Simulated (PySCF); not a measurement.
Al(H)2(OMe), SMILES C[O][AlH2], PBE0/def2-SVP optimised geometry.

```
8

Al    -1.31     0.27     0.00
H     -2.00     1.69     0.00
H     -2.09    -1.12     0.00
O      0.38     0.27     0.00
C      1.44    -0.63     0.01
H      1.12    -1.69    -0.01
H      2.09    -0.47    -0.87
H      2.07    -0.49     0.90
```

Density from PBE0/def2-TZVP in PySCF at that geometry.

Minimum of the electron density along straight lines between bonded atoms, close to the bond critical point (lines longer than 1.1 times the sum of covalent radii, or with two minima, are not listed):

| bond | length / Å | ρ at the minimum / e bohr⁻³ | ∇²ρ there / e bohr⁻⁵ | position (fraction from the first atom) |
|---|---|---|---|---|
| Al1–H2 | 1.580 | 0.084 | 0.20 | 0.50 |
| Al1–H3 | 1.589 | 0.082 | 0.20 | 0.50 |
| Al1–O4 | 1.698 | 0.106 | 0.80 | 0.43 |
| O4–C5 | 1.388 | 0.269 | -0.50 | 0.66 |
| C5–H6 | 1.107 | 0.275 | -0.94 | 0.64 |
| C5–H7 | 1.105 | 0.277 | -0.95 | 0.65 |
| C5–H8 | 1.105 | 0.277 | -0.95 | 0.65 |
